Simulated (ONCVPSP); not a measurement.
**aluminium (Al), ONCV: configuration errors across variants**

ONCVPSP 4.0.1 input, shortened (lines: element, Z, core and valence counts, functional; n l f; lmax; l rc ep ncon nbas qcut; lloc lpopt rc5 dvloc0; l nproj debl; icmod fcfact rcfact), LDA (Perdew-Wang 92), scalar-relativistic:

```
  Al 13.00    3    2  -001012      upf
    1    0    2.00
    2    0    2.00
    2    1    6.00
    3    0    1.00
    3    1    2.00
    1
    0    1.55    0.00    4    7    4.90
    1    2.45    0.00    4    7    3.00
    0    5    1.55    0.00
    0    0    2.50
    1    3    1.20
    3    5.25    1.15
```

All-electron excitation energies from the reference (eV): (1) 3s2 3p1 -5.155; (2) 3s2 3p0 0.686; (3) 3s1 3p0 20.056; (4) 3s0 3p3 5.350.

3 further variants failed, have other tests or too few solved ones, and are left out.

Errors AE − PS in meV (a dash: test not solved or not reliable):

| change | (1) | (2) | (3) | (4) | bound ghosts | GHOST(+) flags above zero |
| --- | --- | --- | --- | --- | --- | --- |
| base | +2.4 | -0.1 | +28 | +2.2 | none | none |
| all radii but the core radius scaled by about 1.07 (s 1.66, p 2.62 bohr) | +3.6 | +0.8 | +25 | +3.6 | none | none |
| all radii but the core radius scaled by about 1.14 (s 1.76, p 2.80 bohr) | +4.5 | +1.3 | +21 | +4.7 | none | none |
| all radii but the core radius scaled by about 1.25 (s 1.94, p 3.06 bohr) | +5.6 | +1.6 | +16 | +6.1 | none | none |

**Question.** Give the same row for: all radii but the core radius scaled by about 1.30 (s 2.02, p 3.18 bohr).

**Answer.** +5.9, +1.6, +15, +6.4; bound ghosts: none; GHOST(+) flags above zero: none.
